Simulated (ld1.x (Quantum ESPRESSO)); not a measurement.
## What one change does to a pseudopotential (V (Z = 23), TM)

ld1.x (Quantum ESPRESSO) 7.5 input, shortened:

```
&input
   title='V', zed=23., rel=1, dft='PZ', iswitch=3,
   config='[Ar] 3d3 4s2 4p0'
 /
 &inputp
   pseudotype=2, tm=.true., lloc=2,
   nlcc=.false.
 /
3
3S  1  0   2.00   0.00  1.20  1.20  0.0
3P  2  1   6.00   0.00  0.90  0.90  0.0
3D  3  2   3.00   0.00  2.15  2.15  0.0
 &test
   configts(1)='3s2 3p6 3d3 4s2 4p0'
 /
```

Occupied shells without a wave of their own: 4s. They enter only through the test configuration that unscreens the potential.

Change: wave 3d (bound): rc 2.15 bohr becomes 3d (bound): rc 1.52 bohr.

Cutoffs: the cutoffs (Ry, on a coarse ladder) from which the occupation-weighted sum of valence levels, in a spherical-Bessel basis at the reference potential, stays within 10 and 1 mRy of its value at 400 Ry; they do not see the model core or the augmentation charge, which bear on the density cutoff. Errors are all-electron minus pseudo energies relative to the spin-unpolarised reference configuration.

How do hardness, ghosts and transferability respond?

The potential gets neither clearly harder nor softer (100 Ry and 180 Ry → 100 Ry and 180 Ry); of the 9 tests that both files solve, the error grows in 3 and shrinks in 5 by more than 15 % and 0.3 meV (median size 157.6 → 155.0 meV); neither file shows a bound ghost.

| quantity | base | changed |
| --- | --- | --- |
| cutoff, loose | 100 Ry | 100 Ry |
| cutoff, tight | 180 Ry | 180 Ry |
| loose cutoff by channel (10 mRy a level) | s 55 Ry, p 60 Ry, d 45 Ry | s 50 Ry, p 45 Ry, d 80 Ry |
| bound ghosts | none | none |
| largest miss of a reference level, eV | 0.06 | 0.11 |
| error for 3s2 3p6 3d3 4s1 4p0, meV [ΔE 7.94 eV] | +41 | -149 |
| error for 3s2 3p6 3d3 4s0 4p0, meV [ΔE 22.49 eV] | -77 | -414 |
| error for 3s2 3p6 3d2 4s0 4p0, meV [ΔE 51.64 eV] | -559 | -752 |
| error for 3s2 3p6 3d3.5 4s1.5 4p0, meV [ΔE 0.03 eV] | +64 | -37 |
| error for 3s2 3p6 3d3 4s0 4p2, meV [ΔE 7.00 eV] | -541 | -373 |
| error for 3s2 3p6 3d4 4s0 4p0, meV [ΔE 7.38 eV] | +285 | -177 |
| error for 3s2 3p6 3d2 4s2 4p1, meV [ΔE 5.91 eV] | -126 | -4.3 |
| error for 3s2 3p6 3d3 4s2 4p0 (spin-polarised), meV [ΔE -1.63 eV] | +158 | +155 |
| error for 3s2 3p6 3d3 4s1 4p0 (spin-polarised), meV [ΔE 5.57 eV] | +209 | +39 |

Base: The 4s level has no wave, so the channel is fitted at the deeper level alone: the likely source of the large errors. Changed file: The 4s level has no wave, so the channel is fitted at the deeper level alone: the likely source of the large errors.
